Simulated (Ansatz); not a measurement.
C2H6N (SMILES [CH2]CN), doublet, geometry from GFN2-xTB. Base run: CAM-B3LYP/6-31G** (Ansatz, a program for electronic structure).

Geometry (Å):
```xyz
9

C      1.1885    -0.4242    -0.0048
C      0.1186     0.5905    -0.0036
N     -1.2123    -0.0500     0.0072
H      1.4834    -0.8930     0.9159
H      1.4561    -0.9176    -0.9211
H      0.1567     1.2186    -0.8970
H      0.1675     1.2277     0.8826
H     -1.3048    -0.6393     0.8291
H     -1.3160    -0.6440    -0.8100
```
Charge 0, spin multiplicity 2.
Orbitals are unrestricted.
All else is at Ansatz's defaults.
Base energy -134.42900 Eh.

The base run was repeated with changes; each row names its change, and settings that it needs were set with it.

| change | ΔE vs base (mEh) |
|---|---|
| base | 0.000 |
| fitting.mean_field = cc-pVTZ-JKFIT | -0.045 |
| final_grid = 10, 20, 41 | 0.000 |
| final_grid = 4, 8, 17 | -0.084 |
| lower_state_search = full | 0.000 |
| lower_state_search = off | 0.000 |
| fitting.mean_field = def2-universal-JKFIT | -0.057 |
| lower_state_search = light | 0.000 |
| point_charge = charge:-1.0 position_ang:0.9848, -4.0322, -2.6686 | -6.224 |
| final_grid = 14, 28, 59 | 0.000 |
| final_grid = 6, 12, 29 | 0.000 |
